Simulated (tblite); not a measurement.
Species: C₃H₁₀FSi₂ (doublet state).
SMILES with atom numbers: `[F:1][CH2:2][C@H:3]([SiH3:4])[CH2:5][SiH2:6]` (hydrogens: H7, H8 on C2; H9 on C3; H10, H11, H12 on Si4; H13, H14 on C5; H15, H16 on Si6)

Structure used (GFN2-xTB), in Å, numbered top down from 1:
```xyz
16
C3H10FSi2 angstrom
F     -1.7136   -1.5825   -1.0208
C     -1.2030   -1.4473    0.2527
C     -0.2794   -0.2449    0.3307
Si    -1.1468    1.3232   -0.3449
C      1.0220   -0.5177   -0.4236
Si     2.1136    1.0267   -0.5352
H     -2.0652   -1.3390    0.9192
H     -0.6831   -2.3878    0.4753
H     -0.0497   -0.1017    1.3915
H     -0.5877    2.4994    0.3254
H     -0.9832    1.3934   -1.7937
H     -2.5721    1.2142   -0.0056
H      0.7738   -0.8647   -1.4294
H      1.5715   -1.3350    0.0587
H      3.2789    0.8393   -1.3981
H      2.5163    1.5333    0.7767
```

Level: GFN2-xTB in tblite, geometry and Hessian alike; calculated harmonic values, unscaled, isolated species. The method is semi-empirical: single wavenumbers can be off by several per cent or more. Modes of hydrogen on silicon can be 10 to 20 % off. One conformer, not necessarily the lowest. Open shells enter through the occupations alone, without spin polarisation, and single modes of such species can be off by tens of per cent.

Harmonic wavenumbers (cm⁻¹): 73.0, 89.0, 123.8, 138.9, 199.8, 203.3, 298.8, 314.6, 492.7, 494.3, 526.8, 566.7, 586.5, 677.8, 745.0, 752.4, 782.9, 787.1, 805.6, 823.9, 933.5, 970.5, 1072.4, 1086.8, 1128.8, 1209.8, 1219.9, 1274.1, 1313.9, 1335.3, 1461.8, 1485.2, 2214.1, 2244.4, 2256.0, 2268.5, 2292.9, 2898.3, 2914.3, 2930.9, 2943.8, 2969.1.

A = 3204, B = 1394, C = 1104 MHz; mass 121.031 u (most abundant isotopes); point group C1, symmetry number 1; spin multiplicity 2.

Zero-point energy?

½Σν̃ = 24954 cm⁻¹ = 298.51 kJ/mol.

What is S at 273.15 K and 1 bar for an ideal gas of classical rigid rotors and harmonic oscillators?

Translation 166.85, rotation 118.44, vibration 98.05, spin (R ln 2) 5.76: S = 389.1 J/(mol K).

And Cp and H(273.15 K) − H(0)?

Cp = 142.24 J/(mol K), of which vibrations give 108.98 (their classical limit is 42 R = 349.2); H(273.15 K) − H(0) = 23.87 kJ/mol without the zero-point energy, 14.78 from vibrations.

Blend soft modes into free rotors: weight 1/[1 + (100 cm⁻¹/ν̃)⁴] for the oscillator and the rest for a rotor with moment μB/(μ + B), μ = h/(8π²ν), B = 10⁻⁴⁴ kg m². What vibrational entropy results?

93.31 J/(mol K) in place of 98.05, which changes −T·S at 273.15 K by +1.30 kJ/mol.

What must be added to the electronic energy to get the Gibbs energy at 273.15 K and 1 bar?

ZPE + [H(273.15 K) − H(0)] − T·S = 298.51 + 23.87 − 106.28 = 216.10 kJ/mol.

Which modes carry the vibrational entropy at 273.15 K?

73.0 cm⁻¹: 16.31; 89.0 cm⁻¹: 14.69; 123.8 cm⁻¹: 12.02; 138.9 cm⁻¹: 11.10; 199.8 cm⁻¹: 8.26; 203.3 cm⁻¹: 8.13 J/(mol K); the other 36 give 27.55 together.

Hindered rotation and anharmonicity are outside this model. Other conformers, if any are populated, would add a mixing term that is left out. The structure is chiral; the term R ln 2 for an equal mix with its mirror image is left out.
